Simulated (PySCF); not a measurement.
Compound: C4H10F2Si3.
Numbering: `[F:1][CH:2]([F:3])[C:4]1=[CH:5][SiH2:6][C:7]1([SiH3:8])[SiH3:9]`

Geometry (GFN2-xTB, Å), atoms numbered from 1 in this order:
```
atom  x, y, z in Å
F1     0.6993    2.5840   -0.2573
C2     1.4763    1.4929   -0.5083
F3     1.4303    1.3168   -1.8590
C4     0.9837    0.2887    0.2198
C5     1.6564   -0.4522    1.1104
Si6    0.2119   -1.6316    1.3848
C7    -0.3798   -0.3127    0.0749
Si8   -1.7664    0.8662    0.6428
Si9   -0.7088   -0.9703   -1.6842
H10    2.5131    1.7593   -0.2458
H11    2.6679   -0.3000    1.4496
H12   -0.4184   -1.5824    2.7009
H13    0.3969   -2.9987    0.9067
H14   -2.0260    1.9182   -0.3364
H15   -2.9720    0.0513    0.8240
H16   -1.3799    1.4645    1.9243
H17    0.4623   -1.7322   -2.1288
H18   -0.9860    0.1080   -2.6295
H19   -1.8706   -1.8608   -1.5963
```

NICS = −σ at a ghost point: NICS(0) at the centroid of the ring atoms, NICS(1) 1 Å to either side along the normal of their mean plane, zz for the tensor component along that normal. Level: GIAO PBE0/pcSseg-1 (PySCF, non-relativistic, gas phase) on the GFN2-xTB geometry, one conformer.

Ring bond lengths (Å), with Mayer bond orders in brackets: C4–C5 1.340 (1.77), C5–Si6 1.885 (0.92), Si6–C7 1.951 (0.84), C7–C4 1.497 (0.95).

Question: Give the NICS values of each ring in ppm.

Answer: 
```csv
ring,type,NICS(0),"NICS(1), two faces","NICS(1)zz, two faces",rms pucker (Å),"centre to ring atoms, mean (Å)"
C4–C5–Si6–C7,"4-membered ring with Si; formal bonds 1 double, 3 single",0.0,-1.5 / -1.5,4.2 / 4.2,0.00,1.17
```

Question: What do they say, and how far can they be read as aromaticity?

Answer: 
- C4–C5–Si6–C7: mean NICS(1)zz 4.2 ppm, deshielded. Si6, C7 have four or more neighbours, so the value isn't read as a sign of a π ring current.
